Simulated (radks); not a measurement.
The numbers below are computed, except where a source is named.
The gold ion Au2+ inside a hard spherical wall (all orbitals vanish at R), configuration held at [Xe] 4f14 5d9 and not refilled when levels cross. Level of theory: scalar-relativistic Kohn-Sham, PBE, spin-polarised, spherical densities, finite nucleus; open shells are filled with parallel spins first (spin-orbit coupling, left out, can overturn this in heavy ions); Fermi nuclear charge, rms radius 5.4371 fm (a radial shooting solver on a logarithmic mesh with Libxc functionals). Eigenvalues in eV for spin up, with the zero of energy where the potential of the charges vanishes at infinity; a dash marks a level that is unbound or too diffuse for the functional's potential to be trusted. A positive occupied level is held by the wall or, in an anion where self-interaction has pushed it up, behind a barrier. The pressure on the wall is -dE/dV.

| R (bohr) | E (hartree) | kinetic (hartree) | e(5s) | e(4f) | e(5p) | e(5d) | e(6s, empty) | e(6p, empty) | pressure (GPa) |
|---|---|---|---|---|---|---|---|---|---|
| free | -19006.5004 | 21253.777 | -130.16 | -102.89 | -81.591 | -27.657 | -22.940 | -14.732 | 0 |
| 12 | -19006.5004 | 21253.777 | -130.16 | -102.89 | -81.591 | -27.657 | -22.940 | -14.732 | < 0.0001 |
| 10 | -19006.5004 | 21253.777 | -130.16 | -102.89 | -81.591 | -27.657 | -22.940 | -14.731 | < 0.0001 |
| 8 | -19006.5003 | 21253.777 | -130.16 | -102.89 | -81.591 | -27.657 | -22.939 | -14.713 | 0.000357 |
| 7 | -19006.5003 | 21253.778 | -130.16 | -102.89 | -81.588 | -27.654 | -22.932 | -14.646 | 0.00561 |
| 6 | -19006.4998 | 21253.784 | -130.13 | -102.86 | -81.564 | -27.633 | -22.876 | -14.362 | 0.0866 |
| 5 | -19006.4944 | 21253.839 | -129.95 | -102.66 | -81.387 | -27.471 | -22.502 | -13.251 | 1.31 |
| 3.5 | -19006.3120 | 21255.061 | -127.05 | -99.507 | -78.673 | -24.783 | -16.780 | -3.089 | 82.2 |
| 3 | -19005.9019 | 21257.317 | -123.21 | -95.156 | -75.097 | -20.859 | -8.221 | 9.598 | 365 |
| 2.5 | -19004.4909 | 21264.275 | -114.94 | -85.340 | -67.196 | -11.264 | 13.723 | 39.232 | 1890 |
| 2 | -18998.8757 | 21289.480 | -95.589 | -61.657 | -46.989 | 15.035 | 76.470 | 116.33 | 12700 |
